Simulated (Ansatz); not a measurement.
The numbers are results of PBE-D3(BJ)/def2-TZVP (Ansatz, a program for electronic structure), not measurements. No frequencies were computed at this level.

Ansatz 0.2 input:
```yaml
crystal:
  periodic: [false, false, false]
  atoms:
    - { symbol: C, position_ang: [-0.655465, -0.11107, 0.047341] }
    - { symbol: C, position_ang: [0.590036, -0.139105, -0.042841] }
    - { symbol: O, position_ang: [1.764639, -0.167591, -0.125437] }
    - { symbol: H, position_ang: [-1.699213, -0.079084, 0.120937] }
basis:
  gaussian: { orbitals: def2-tzvp }
hamiltonian:
  xc: pbe
  dispersion: d3bj
relax:
  max_steps: 150
magnetization:
  spin_polarized: true
  initial_magnetization: 1
```

Output:

```
Functional definition: PBE
555 factors; their error is unknown
mean field evaluation 1: about -4126.5349 eV, gradient 3.2e1 eV
mean field evaluation 2: about -4125.4066 eV, gradient 3.5e1 eV
mean field evaluation 4: about -4131.0434 eV, gradient 3.2e0 eV
mean field evaluation 8: about -4131.0812 eV, gradient 2.4e-1 eV
mean field evaluation 16: about -4131.0814 eV, gradient 1.1e-4 eV
mean field evaluation 32: about -4131.0752 eV, gradient 1.2e0 eV
mean field evaluation 64: about -4131.0835 eV, gradient 3.7e-2 eV
mean field evaluation 96: about -4131.0384 eV, gradient 3.1e0 eV
mean field -4131.08136297 eV, -151.8144399417 hartree, gradient 2.7e-10 eV, S^2 0.754833; 3 other end points of the search recorded, 0 dependent functions left out
reference -4131.08139021 eV, -151.8144409425 hartree; 11, 10 occupied and 88, 89 virtual orbitals, 555 factors
relax step   1: F+E_penalty+E_count = -4131.12465718 eV  Δ(F+E_penalty+E_count) = +0.000e0 eV  max|allowed force component| = 1.382e0 eV/Å  Δτ_max = 0.0000 Å  (616 SCF iters, accepted)
these checks for a lower state are left out or cut short: starts, cluster_reference, orbital_swaps, neighbouring_geometries, increment
555 factors; their error is unknown
mean field evaluation 128: about -4131.1146 eV, gradient 1.4e-3 eV
mean field -4131.11463852 eV, -151.8156627954 hartree, gradient 1.1e-10 eV, S^2 0.755054; 0 other end points of the search recorded, 0 dependent functions left out
reference -4131.11466586 eV, -151.8156638002 hartree; 11, 10 occupied and 88, 89 virtual orbitals, 555 factors
relax step   2: F+E_penalty+E_count = -4131.15775361 eV  Δ(F+E_penalty+E_count) = -3.310e-2 eV  max|allowed force component| = 2.121e-1 eV/Å  Δτ_max = 0.0241 Å  (166 SCF iters, accepted)
these checks for a lower state are left out or cut short: starts, cluster_reference, orbital_swaps, neighbouring_geometries, increment
555 factors; their error is unknown
mean field evaluation 160: about -4131.1156 eV, gradient 9.3e-11 eV
mean field -4131.11561272 eV, -151.8156985967 hartree, gradient 4.2e-11 eV, S^2 0.755096; 0 other end points of the search recorded, 0 dependent functions left out
reference -4131.11564009 eV, -151.8156996024 hartree; 11, 10 occupied and 88, 89 virtual orbitals, 555 factors
relax step   3: F+E_penalty+E_count = -4131.15869457 eV  Δ(F+E_penalty+E_count) = -9.410e-4 eV  max|allowed force component| = 9.314e-3 eV/Å  Δτ_max = 0.0055 Å  (215 SCF iters, accepted)
these checks for a lower state are left out or cut short: starts, cluster_reference, orbital_swaps, neighbouring_geometries, increment
555 factors; their error is unknown
mean field -4131.11561790 eV, -151.8156987871 hartree, gradient 1.6e-10 eV, S^2 0.755098; 0 other end points of the search recorded, 0 dependent functions left out
reference -4131.11564527 eV, -151.8156997928 hartree; 11, 10 occupied and 88, 89 virtual orbitals, 555 factors
relax step   4: F+E_penalty+E_count = -4131.15869859 eV  Δ(F+E_penalty+E_count) = -4.022e-6 eV  max|allowed force component| = 9.287e-3 eV/Å  Δτ_max = 0.0002 Å  (175 SCF iters, accepted)
these checks for a lower state are left out or cut short: starts, cluster_reference, orbital_swaps, neighbouring_geometries, increment
555 factors; their error is unknown
mean field evaluation 192: about -4131.1156 eV, gradient 4.1e-3 eV
mean field -4131.11563011 eV, -151.8156992357 hartree, gradient 2.7e-10 eV, S^2 0.755101; 0 other end points of the search recorded, 0 dependent functions left out
reference -4131.11565748 eV, -151.8157002415 hartree; 11, 10 occupied and 88, 89 virtual orbitals, 555 factors
relax step   5: F+E_penalty+E_count = -4131.15870927 eV  Δ(F+E_penalty+E_count) = -1.068e-5 eV  max|allowed force component| = 1.339e-2 eV/Å  Δτ_max = 0.0009 Å  (177 SCF iters, accepted)
these checks for a lower state are left out or cut short: starts, cluster_reference, orbital_swaps, neighbouring_geometries, increment
555 factors; their error is unknown
mean field evaluation 224: about -4131.1156 eV, gradient 7.0e-2 eV
mean field -4131.11571008 eV, -151.8157021747 hartree, gradient 2.2e-10 eV, S^2 0.755115; 0 other end points of the search recorded, 0 dependent functions left out
reference -4131.11573748 eV, -151.8157031815 hartree; 11, 10 occupied and 88, 89 virtual orbitals, 555 factors
relax step   6: F+E_penalty+E_count = -4131.15878275 eV  Δ(F+E_penalty+E_count) = -7.348e-5 eV  max|allowed force component| = 7.345e-2 eV/Å  Δτ_max = 0.0065 Å  (175 SCF iters, accepted)
these checks for a lower state are left out or cut short: starts, cluster_reference, orbital_swaps, neighbouring_geometries, increment
555 factors; their error is unknown
mean field evaluation 256: about -4131.1157 eV, gradient 6.8e-2 eV
mean field -4131.11580843 eV, -151.8157057888 hartree, gradient 1.7e-10 eV, S^2 0.755117; 0 other end points of the search recorded, 0 dependent functions left out
reference -4131.11583583 eV, -151.8157067959 hartree; 11, 10 occupied and 88, 89 virtual orbitals, 555 factors
relax step   7: F+E_penalty+E_count = -4131.15888081 eV  Δ(F+E_penalty+E_count) = -9.806e-5 eV  max|allowed force component| = 8.571e-2 eV/Å  Δτ_max = 0.0046 Å  (246 SCF iters, accepted)
these checks for a lower state are left out or cut short: starts, cluster_reference, orbital_swaps, neighbouring_geometries, increment
555 factors; their error is unknown
mean field evaluation 288: about -4131.1103 eV, gradient 1.2e0 eV
mean field -4131.11704162 eV, -151.8157511079 hartree, gradient 1.1e-9 eV, S^2 0.755119; 0 other end points of the search recorded, 0 dependent functions left out
reference -4131.11706911 eV, -151.8157521179 hartree; 11, 10 occupied and 88, 89 virtual orbitals, 555 factors
relax step   8: F+E_penalty+E_count = -4131.16011297 eV  Δ(F+E_penalty+E_count) = -1.232e-3 eV  max|allowed force component| = 1.145e-1 eV/Å  Δτ_max = 0.0305 Å  (174 SCF iters, accepted)
these checks for a lower state are left out or cut short: starts, cluster_reference, orbital_swaps, neighbouring_geometries, increment
555 factors; their error is unknown
mean field evaluation 320: about -4131.1285 eV, gradient 7.5e-4 eV
mean field -4131.12854117 eV, -151.8161737084 hartree, gradient 8.3e-6 eV, S^2 0.755064; 0 other end points of the search recorded, 0 dependent functions left out
reference -4131.12856888 eV, -151.8161747267 hartree; 11, 10 occupied and 88, 89 virtual orbitals, 555 factors
relax step   9: F+E_penalty+E_count = -4131.17166915 eV  Δ(F+E_penalty+E_count) = -1.156e-2 eV  max|allowed force component| = 2.060e-1 eV/Å  Δτ_max = 0.0614 Å  (65 SCF iters, accepted)
these checks for a lower state are left out or cut short: starts, cluster_reference, orbital_swaps, neighbouring_geometries, increment
555 factors; their error is unknown
mean field -4131.15525519 eV, -151.8171554305 hartree, gradient 8.1e-6 eV, S^2 0.754938; 0 other end points of the search recorded, 0 dependent functions left out
reference -4131.15528238 eV, -151.8171564297 hartree; 11, 10 occupied and 88, 89 virtual orbitals, 555 factors
relax step  10: F+E_penalty+E_count = -4131.19841716 eV  Δ(F+E_penalty+E_count) = -2.675e-2 eV  max|allowed force component| = 4.516e-1 eV/Å  Δτ_max = 0.1272 Å  (71 SCF iters, accepted)
these checks for a lower state are left out or cut short: starts, cluster_reference, orbital_swaps, neighbouring_geometries, increment
555 factors; their error is unknown
mean field evaluation 352: about -4131.1792 eV, gradient 8.8e-4 eV
mean field -4131.17917199 eV, -151.8180343569 hartree, gradient 4.7e-6 eV, S^2 0.754752; 0 other end points of the search recorded, 0 dependent functions left out
reference -4131.17919912 eV, -151.8180353538 hartree; 11, 10 occupied and 88, 89 virtual orbitals, 555 factors
relax step  11: F+E_penalty+E_count = -4131.22245989 eV  Δ(F+E_penalty+E_count) = -2.404e-2 eV  max|allowed force component| = 2.731e-1 eV/Å  Δτ_max = 0.0623 Å  (61 SCF iters, accepted)
these checks for a lower state are left out or cut short: starts, cluster_reference, orbital_swaps, neighbouring_geometries, increment
555 factors; their error is unknown
mean field -4131.18061514 eV, -151.8180873917 hartree, gradient 1.3e-6 eV, S^2 0.754737; 0 other end points of the search recorded, 0 dependent functions left out
reference -4131.18064228 eV, -151.8180883891 hartree; 11, 10 occupied and 88, 89 virtual orbitals, 555 factors
relax step  12: F+E_penalty+E_count = -4131.22391711 eV  Δ(F+E_penalty+E_count) = -1.457e-3 eV  max|allowed force component| = 2.553e-1 eV/Å  Δτ_max = 0.0040 Å  (47 SCF iters, accepted)
these checks for a lower state are left out or cut short: starts, cluster_reference, orbital_swaps, neighbouring_geometries, increment
555 factors; their error is unknown
mean field evaluation 384: about -4131.1818 eV, gradient 9.9e-5 eV
mean field -4131.18179042 eV, -151.8181305823 hartree, gradient 6.7e-6 eV, S^2 0.754721; 0 other end points of the search recorded, 0 dependent functions left out
reference -4131.18181758 eV, -151.8181315804 hartree; 11, 10 occupied and 88, 89 virtual orbitals, 555 factors
relax step  13: F+E_penalty+E_count = -4131.22510646 eV  Δ(F+E_penalty+E_count) = -1.189e-3 eV  max|allowed force component| = 2.503e-1 eV/Å  Δτ_max = 0.0067 Å  (50 SCF iters, accepted)
these checks for a lower state are left out or cut short: starts, cluster_reference, orbital_swaps, neighbouring_geometries, increment
555 factors; their error is unknown
mean field -4131.17876157 eV, -151.8180192741 hartree, gradient 1.4e-5 eV, S^2 0.754518; 0 other end points of the search recorded, 0 dependent functions left out
reference -4131.17878907 eV, -151.8180202848 hartree; 11, 10 occupied and 88, 89 virtual orbitals, 555 factors
relax step  14: F+E_penalty+E_count = -4131.22223271 eV  Δ(F+E_penalty+E_count) = +2.874e-3 eV  max|allowed force component| = 9.962e-1 eV/Å  Δτ_max = 0.1419 Å  (52 SCF iters, rejected (line search))
these checks for a lower state are left out or cut short: starts, cluster_reference, orbital_swaps, neighbouring_geometries, increment
555 factors; their error is unknown
mean field -4131.19532734 eV, -151.8186280550 hartree, gradient 1.8e-5 eV, S^2 0.754508; 0 other end points of the search recorded, 0 dependent functions left out
reference -4131.19535487 eV, -151.8186290667 hartree; 11, 10 occupied and 88, 89 virtual orbitals, 555 factors
relax step  15: F+E_penalty+E_count = -4131.23881667 eV  Δ(F+E_penalty+E_count) = -1.371e-2 eV  max|allowed force component| = 8.817e-2 eV/Å  Δτ_max = 0.0710 Å  (47 SCF iters, accepted)
these checks for a lower state are left out or cut short: starts, cluster_reference, orbital_swaps, neighbouring_geometries, increment
555 factors; their error is unknown
mean field evaluation 416: about -4131.1956 eV, gradient 2.0e-1 eV
mean field -4131.19573971 eV, -151.8186432091 hartree, gradient 1.8e-5 eV, S^2 0.754479; 0 other end points of the search recorded, 0 dependent functions left out
reference -4131.19576727 eV, -151.8186442220 hartree; 11, 10 occupied and 88, 89 virtual orbitals, 555 factors
relax step  16: F+E_penalty+E_count = -4131.23925542 eV  Δ(F+E_penalty+E_count) = -4.388e-4 eV  max|allowed force component| = 1.016e-2 eV/Å  Δτ_max = 0.0097 Å  (45 SCF iters, accepted)
these checks for a lower state are left out or cut short: starts, cluster_reference, orbital_swaps, neighbouring_geometries, increment
555 factors; their error is unknown
mean field -4131.19574181 eV, -151.8186432865 hartree, gradient 1.5e-5 eV, S^2 0.754482; 0 other end points of the search recorded, 0 dependent functions left out
reference -4131.19576937 eV, -151.8186442993 hartree; 11, 10 occupied and 88, 89 virtual orbitals, 555 factors
relax step  17: F+E_penalty+E_count = -4131.23925659 eV  Δ(F+E_penalty+E_count) = -1.168e-6 eV  max|allowed force component| = 4.511e-3 eV/Å  Δτ_max = 0.0008 Å  (40 SCF iters, accepted)
555 factors; their error is unknown
mean field evaluation 448: about -4131.1956 eV, gradient 2.0e-1 eV
mean field -4131.19574181 eV, -151.8186432864 hartree, gradient 1.3e-5 eV, S^2 0.754482; 4 other end points of the search recorded, 0 dependent functions left out
reference -4131.19576937 eV, -151.8186442993 hartree; 11, 10 occupied and 88, 89 virtual orbitals, 555 factors
Total energy: -4131.23928415 eV, -151.8202434379 hartree
Atom 0 at    -0.689680    -0.415919     0.160963 Å, force     0.000783     0.000230    -0.000152 eV/Å
Atom 1 at     0.564500    -0.134028    -0.042104 Å, force     0.003693     0.000142    -0.000330 eV/Å
Atom 2 at     1.739489    -0.078274    -0.157208 Å, force    -0.004510    -0.000294     0.000459 eV/Å
Atom 3 at    -1.614312     0.131371     0.038349 Å, force     0.000033    -0.000078     0.000022 eV/Å
Dipole moment:    -0.264466     0.189663    -0.047018 e Å
```

Cost: roughly 2.2 core-minutes.
